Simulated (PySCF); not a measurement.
## Frontier levels across methods

Compound: C2H9NSi.
Atom-mapped SMILES: `[CH3:1][NH:2][SiH2:3][CH3:4]` (hydrogens: H5, H6, H7 on C1; H8 on N2; H9, H10 on Si3; H11, H12, H13 on C4)

Geometry (PBE0-D3(BJ)/def2-SVP, Å), atoms numbered from 1 in this order:
```xyz
13
C2H9NSi angstrom
C      1.7885    0.5593    0.1987
N      0.9115   -0.5661    0.4085
Si    -0.6570   -0.7290   -0.3163
C     -1.8061    0.6424    0.2469
H      1.1994    1.4866    0.1115
H      2.4700    0.7039    1.0543
H      2.4121    0.4884   -0.7151
H      1.3996   -1.4284    0.6230
H     -1.1625   -2.0684    0.1178
H     -0.6396   -0.7117   -1.8228
H     -1.8769    0.6661    1.3449
H     -2.8156    0.4884   -0.1665
H     -1.4568    1.6284   -0.0978
```

Basis pcSseg-2 throughout (PySCF), one geometry. Geometry: PBE0-D3(BJ)/def2-SVP, one conformer, isolated molecule.

Q: How do the orbital energies, the gap and the dipole change with the method?

A: 
| method | kind | HOMO (eV) | LUMO (eV) | gap (eV) | μ (D) | SCF cycles |
| --- | --- | --- | --- | --- | --- | --- |
| BLYP | GGA | -5.21 | -0.23 | 4.98 | 0.86 | 14 |
| OPBE | GGA | -5.27 | -0.11 | 5.16 | 0.85 | 14 |
| PBE | GGA | -5.31 | -0.25 | 5.06 | 0.86 | 14 |
| B97-D | GGA | -5.31 | -0.10 | 5.21 | 0.85 | 14 |
| KT2 | GGA | -5.40 | -0.30 | 5.10 | 0.82 | 15 |
| LDA | LDA | -5.40 | -0.39 | 5.01 | 0.86 | 13 |
| BP86 | GGA | -5.41 | -0.15 | 5.26 | 0.86 | 14 |
| KT3 | GGA | -5.42 | -0.39 | 5.03 | 0.82 | 14 |
| B97-2 | global hybrid | -6.40 | 0.53 | 6.92 | 0.82 | 12 |
| B3LYP | global hybrid | -6.44 | 0.20 | 6.64 | 0.83 | 12 |
| PBE0 | global hybrid | -6.65 | 0.49 | 7.14 | 0.82 | 12 |
| mPW1PW91 | global hybrid | -6.68 | 0.48 | 7.16 | 0.82 | 12 |
| BHandHLYP | global hybrid | -7.95 | 1.03 | 8.98 | 0.80 | 12 |
| CAM-B3LYP | range-separated hybrid | -8.06 | 1.19 | 9.24 | 0.82 | 12 |
| wB97X-D | range-separated hybrid | -8.54 | 2.18 | 10.72 | 0.84 | 13 |
| LC-wPBE | range-separated hybrid | -9.41 | 2.33 | 11.74 | 0.82 | 13 |
| HF | Hartree–Fock | -10.00 | 2.65 | 12.65 | 0.79 | 10 |

The HOMO spans 4.80 eV, from BLYP down to HF, and the gap runs from 4.98 eV (BLYP) to 12.65 eV (HF). Over the methods BLYP (0 %), OPBE (0 %), PBE (0 %), B97-D (0 %), KT2 (0 %), LDA (0 %), BP86 (0 %), KT3 (0 %), B97-2 (21 %), B3LYP (20 %), PBE0 (25 %), mPW1PW91 (25 %), BHandHLYP (50 %), HF (100 %), a straight line through the gap against the share of exact exchange rises by 0.76 eV for each 10 % (correlation coefficient 0.999). The dipole ranges from 0.79 D (HF) to 0.86 D (BP86). This basis has no diffuse functions.
